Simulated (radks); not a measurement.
Spherical quantum dot in the effective-mass picture: electrons in a parabolic well V = omega^2 r^2 / 2 with omega = 0.871, all in effective atomic units (hartree* = m*/eps^2 hartree, bohr* = eps/m* bohr), one dielectric constant everywhere. Method: non-relativistic Kohn-Sham, exchange-only LDA, spin-polarised, spherical densities; computed with a radial shooting solver with Libxc functionals. Levels are named by radial order and angular momentum (1s, 1p, 1d, 2s, ...), and open shells are averaged over m. Results are scaled to m* = 0.195 and eps = 7.7, for which hartree* = 89.5 meV and bohr* = 2.09 nm. Each electron was tried in the lowest free levels, single moves between levels near the top were tried too, and the lowest total energy was kept; such a search can miss a lower state. At N = 1 the Hartree and exchange-correlation terms need not cancel, so that row can carry a self-interaction error.

N	open shells	2S	E (meV)	addition energy mu(N+1) - mu(N) (meV)	e(HOMO) (meV)
1	1s(up 1, down 0)	1	121.734	63.59	145.28
2	none	0	307.055	106.3	206.22
3	1p(up 1, down 0)	1	598.709	38.42	310.67
4	1p(up 2, down 0)	2	928.780	38.76	349.50
5	1p(up 3, down 0)	3	1297.61	51.64	388.09
6	1p(up 3, down 1)	2	1718.09	34.31	437.40
7	1p(up 3, down 2)	1	2172.87	34.92	472.24
8	none	0	2662.58	86.09	507.14
9	1d(up 1, down 0)	1	3238.37	31.01	591.30
10	1d(up 2, down 0)	2	3845.17	30.89	622.28
11	1d(up 3, down 0)	3	4482.85	30.65	653.06
12	1d(up 4, down 0)	4	5151.19	30.36	683.57
13	1d(up 5, down 0)	5	5849.88	40.40	713.77
14	1d(up 5, down 1)	4	6588.98	28.40	753.28
15	1d(up 5, down 2)	3	7356.47	28.39	781.70
16	1d(up 5, down 3)	2	8152.34	28.26	810.03
17	1d(up 5, down 4)	1	8976.47	28.07	838.20
18	none	0	9828.68	35.52	866.17
19	2s(up 1, down 0)	1	10716.4	32.28	901.87
20	none	0	11636.4	58.24	933.92
21	1f(up 1, down 0)	1	12614.7	25.57	991.06
22	1f(up 2, down 0)	2	13618.5	25.44	1016.6
23	1f(up 3, down 0)	3	14647.7	25.29	1041.9
24	1f(up 4, down 0)	4	15702.3	25.13	1067.1
25	1f(up 5, down 0)	5	16781.9	24.96	1092.2
26	1f(up 6, down 0)	6	17886.6	24.80	1117.1
27	1f(up 7, down 0)	7	19016.0	32.54	1141.8
28	1f(up 7, down 1)	6	20178.0	23.92	1173.9
29	1f(up 7, down 2)	5	21363.9	23.83	1197.8
30	1f(up 7, down 3)	4	22573.6	23.72	1221.6
31	1f(up 7, down 4)	3	23807.0	23.61	1245.3
32	1f(up 7, down 5)	2	25064.1	-	1268.8

All shells are closed at N = 2, 8, 18, 20 (there: 1s2 1p6 1d10 2s2); the second difference of the energy has clear peaks (12 % above both neighbours; the first and last values, which can be the largest, are not judged, and half-filled shells can peak too) at N = 2, 5, 8, 13, 20, 27.
